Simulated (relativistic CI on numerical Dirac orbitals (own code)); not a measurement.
Te33+: sensitivity of the levels to the model

Base calculation: Dirac-Coulomb-Breit CI, KLI orbitals optimised for each configuration, a model potential for QED, unscaled Slater integrals.

CI space (outside the closed core [Ne]): 3s²3p⁶3d, 3s²3p⁵3d², 3s3p⁶3d², 3s²3p⁶4s, 3s²3p⁶4p, 3s²3p⁶4d, 3s²3p⁵3d4s, 3s²3p⁶4f, 3s²3p⁵3d4p, 3p⁶3d³, 3p⁵3d⁴, 3p⁵3d³4s. Double excitations out of closed p, d and f shells are left out; levels of such configurations are missing from the list, as are those of other unlisted configurations, and high levels can miss mixing partners. These lack a partner that the ground configuration has and come out too high: 3s²3p⁵3d4p.

Variants: (1) one mean potential for all configurations; (2) non-relativistic limit. Shifts of the energy above 3s²3p⁶3d ²D3/2, in cm⁻¹, for the lowest level and the first level of each name with at least 55 % of one term (blank where a level changes its place among those of its configuration and J or its character, or is not in the variant):

| Level | Base | Δ(1) | Δ(2) |
| --- | --- | --- | --- |
| 3s²3p⁶3d ²D3/2 | 0 | 0 | 0 |
| 3s²3p⁶3d ²D5/2 | 112511 | +48 | -112510 |
| 3s²3p⁵3d² ⁴D°1/2 | 1247620 | -352 | -88305 |
| 3s²3p⁵3d² ⁴D°3/2 | 1258102 | -347 | -98786 |
| 3s²3p⁵3d² ⁴G°9/2 | 1381804 | -358 | -161992 |
| 3s²3p⁵3d² ⁴G°11/2 | 1420856 | -355 | -201044 |
| 3s²3p⁵3d² ²H°11/2 | 1524694 | -344 | -186931 |
| 3s²3p⁵3d² ²G°9/2 | 1587920 | -327 | -264330 |
| 3s²3p⁵3d² ²P°1/2 | 1592120 | -346 | -279440 |
| 3s²3p⁵3d² ²F°5/2 | 1625389 | -342 | -343506 |
| 3s3p⁶3d² ⁴F3/2 | 2848861 | +409 | -633077 |
| 3s3p⁶3d² ⁴F5/2 | 2881757 | +395 | -665973 |
| 3s3p⁶3d² ⁴F7/2 | 2950625 | +321 | -734841 |
| 3s3p⁶3d² ⁴P1/2 | 2971424 | +512 | -677984 |

At this charge energies of transitions that change n are usually good to better than 1 %, and those within a shell (Δn = 0) to a few per cent.

Ionisation energy from the two ground configurations alone: base 2065.59 eV. The NIST ASD value (theoretical) is 2066 eV.

LS names give the leading component of a level, which can be under half, so a name can repeat, a term be missing and a line seem to break the LS rules.
